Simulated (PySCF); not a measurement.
C4H11FSi, SMILES CC(C)C[SiH2]F.

Geometry: B3LYP-D3(BJ)/def2-SVP. This is a generated structure with no PubChem entry under its InChIKey; it may be hypothetical. One conformer was computed; it need not be the lowest.

Method: TDA-ωB97X/def2-SVPD run with PySCF.

Vertical excitations. Gas-phase values at a fixed geometry.

Computed excitation energies, oscillator strengths and character:
| state | energy (eV) | λ (nm) | f | main pairs |
|---|---|---|---|---|
| S1 | 8.05 | 154 | 0.008 | HOMO→LUMO 54 %, HOMO→LUMO+1 31 % |
| S2 | 8.43 | 147 | 0.006 | HOMO−1→LUMO 28 %, HOMO−1→LUMO+1 19 %, HOMO−2→LUMO 13 %, HOMO−3→LUMO 11 % |
| S3 | 8.76 | 142 | 0.054 | HOMO→LUMO+1 57 %, HOMO→LUMO 28 % |
| S4 | 9.24 | 134 | 0.028 | HOMO−1→LUMO+1 19 %, HOMO−1→LUMO+3 15 %, HOMO−1→LUMO 14 %, HOMO→LUMO+6 13 % |
| S5 | 9.44 | 131 | 0.011 | HOMO−2→LUMO 19 %, HOMO−1→LUMO 17 %, HOMO−2→LUMO+1 17 %, HOMO−1→LUMO+1 12 % |
| S6 | 9.56 | 130 | 0.040 | HOMO→LUMO+3 24 %, HOMO→LUMO+6 16 %, HOMO→LUMO+2 12 %, HOMO−1→LUMO+2 7 % |
| T1 | 7.72 | 161 | 0 | HOMO→LUMO 53 %, HOMO→LUMO+1 28 % |
| T2 | 7.99 | 155 | 0 | HOMO−1→LUMO 26 %, HOMO−1→LUMO+1 17 %, HOMO−2→LUMO 14 %, HOMO−3→LUMO 11 % |
Triplets are in the Tamm–Dancoff approximation.
